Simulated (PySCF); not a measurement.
## Nuclear quadrupole coupling in trifluoroacetate

Species: trifluoroacetate, C2F3O2 (charge -1).
Structure used (PBE0-D3(BJ)/def2-SVP), in Å, numbered top down from 1:
```xyz
7
C2F3O2 angstrom
O     -0.2618    1.3887    1.2396
C     -0.0810    0.1992    0.9545
O      0.0337   -0.8262    1.6392
C      0.0420   -0.1020   -0.5812
F     -0.8566   -1.0212   -0.9957
F      1.2565   -0.6031   -0.9022
F     -0.1344    0.9687   -1.3771
```

Field gradients from the PBE0/pcSseg-1 density (PySCF, non-relativistic), principal values in atomic units, ordered |Vxx| ≤ |Vyy| ≤ |Vzz|:

```
atom     Vxx     Vyy      Vzz
  O1  0.5373  0.9216  -1.4589
  O3  0.4591  0.9401  -1.3991
```

Task: Find the asymmetry η = (Vxx − Vyy)/Vzz and the couplings χ = eQV/h (234.96 MHz × Q in barn × V in au), with Q(17O) = −0.0256 b.

Result: 
```json
{"atom": "O1", "environment": "carboxylate oxygen", "nucleus": "17O", "η": "0.26", "χzz (MHz)": "8.78", "χxx (MHz)": "-3.23", "χyy (MHz)": "-5.54"}
{"atom": "O3", "environment": "carboxylate oxygen", "nucleus": "17O", "η": "0.34", "χzz (MHz)": "8.42", "χxx (MHz)": "-2.76", "χyy (MHz)": "-5.65"}
```

Task: What is Vzz at O1 in SI units (1 au = 9.71736 × 10²¹ V/m²)?

Result: -1.4589 au = -14.176 × 10²¹ V/m².

Task: And the gradient at the other heavy atoms, for which no coupling is worked out here?

Result: 
```csv
atom,environment,Vzz (au),η
C2,carboxylate carbon,0.325,0.88
C4,CF3 carbon,-0.597,0.01
F5,fluorine of a CF3 group,2.819,0.07
F6,fluorine of a CF3 group,2.819,0.06
F7,fluorine of a CF3 group,2.809,0.08
```

Isolated species at its PBE0-D3(BJ)/def2-SVP geometry, gas phase. The pcSseg-1 basis has no diffuse functions, a weakness for an anion. A larger basis could move these couplings by a tenth or more.

The run behind these numbers computed NMR shieldings as well. Time: 7.3 s wall. Hardware: Arm Neoverse V1, one thread, shared host.
